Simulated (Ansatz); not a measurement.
[MoO3(NH2)]- (MoNO3H2⁻). Charge -1, multiplicity 1. Geometry r2SCAN-D4/def2-SVPD; atoms count from 1.

```xyz
7

Mo    0.3306   -0.1590   -0.6841
O     0.9075    1.3833   -1.2432
O     1.6670   -1.2410   -0.4382
O    -0.8405   -0.7883   -1.8021
N    -0.5902    0.0262    1.0935
H    -0.0267    0.2103    1.9192
H    -1.4478    0.5684    1.1549
```

In the def2 sets Mo takes a core potential; there is no spin–orbit coupling.

Question: Estimate the Mulliken populations from the PBE0/def2-TZVPD orbitals of Ansatz.

Answer: 
```tsv
atom	charge (e)	d electrons
Mo1	2.40	3.41
O2	-0.98	–
O3	-0.95	–
O4	-0.95	–
N5	-0.81	–
H6	0.14	–
H7	0.14	–
```
Mulliken values and Mayer orders depend strongly on the basis. With diffuse functions, as here, like atoms can get unlike values, and bond orders can come out too low or too high.

Question: And the Mayer bond orders between bonded heavy atoms (over 0.3)?

Answer: Mo1–O2 1.30 (1.74 Å); Mo1–O3 1.32 (1.74 Å); Mo1–O4 1.32 (1.74 Å); Mo1–N5 0.65 (2.01 Å).
